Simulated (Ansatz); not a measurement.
Calculated with Ansatz (gas phase, PBE0-D4/def2-TZVP geometries, no zero-point term in ΔE). CBS: MP2 limit from def2 TZ/QZ plus the TZ coupled-cluster correction, frozen cores. This one scheme is used for every species. Functionals use def2-TZVPP. B3LYP here is the variant with VWN-RPA as its local correlation; programs differ in this. Each species was taken in one conformer, which may not be the lowest.

Reaction (cleavage of the Si–Si bond): `C[SiH2][SiH](F)[SiH3]` + HCl → `C[SiH2][SiH](F)Cl` + SiH₄

Problem. Is it downhill or uphill in electronic energy at CCSD(T)/CBS, and by how much? (An estimate is asked.)

Solution. Computed: Downhill: ΔE = -1.15 eV.

Problem. What do these levels give: PBE-D4, PBE0-D4, B3LYP-D4, PBE, B3LYP, HF/def2-TZVPP, MP2/def2-TZVPP, SCS-MP2/def2-TZVPP, CCSD/def2-TZVPP, SCS-MP2/def2-QZVPP, MP2/CBS(def2), CCSD/CBS(def2)? (Estimate.)

Solution. Ansatz gave: PBE-D4 -0.99, PBE0-D4 -1.05, B3LYP-D4 -1.14, PBE -1.01, B3LYP -1.16, HF/def2-TZVPP -1.32, MP2/def2-TZVPP -1.23, SCS-MP2/def2-TZVPP -1.24, CCSD/def2-TZVPP -1.14, SCS-MP2/def2-QZVPP -1.25, MP2/CBS(def2) -1.25, CCSD/CBS(def2) -1.16 eV.

Largest T1 diagnostic among the species: 0.012.

From PBE to PBE0 (25 % exact exchange), in def2-TZVPP and without D4, ΔE moves by −0.05 eV. In def2-TZVPP, CCSD(T) changes the Hartree–Fock value by +0.20 eV (the triples alone add +0.02 eV) and MP2 by +0.09 eV.
